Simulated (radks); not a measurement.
Task: All-electron atom: Hf in [Xe] 4f13 5d4 6s1 (not the ground configuration). Method: Dirac Kohn-Sham, BLYP, spin-unpolarised, spherical densities, point nucleus; open shells fill j = l - 1/2 first; computed with a radial shooting solver on a logarithmic mesh with Libxc functionals.

Spin-orbit splittings of the eigenvalues, e(l+1/2) - e(l-1/2), with zeta = 2 splitting/(2l+1) and mean radii in bohr:

shell  occ.  splitting (eV)  zeta (eV)  <r> j=l-1/2  <r> j=l+1/2
2p        6            1192      794.8      0.06612      0.07385
3p        6           255.4      170.3       0.1981       0.2125
3d       10           55.69      22.28       0.1863       0.1908
4p        6           58.76      39.17       0.4738       0.5064
4d       10           10.80      4.321       0.5264       0.5377
4f       13           1.825     0.5214       0.6476       0.6584
5p        6           8.170      5.447        1.246        1.355
5d        4               ?          ?        2.381        2.530

Estimate the 5d splitting.

Result: 0.4914 eV (zeta = 0.1966 eV).
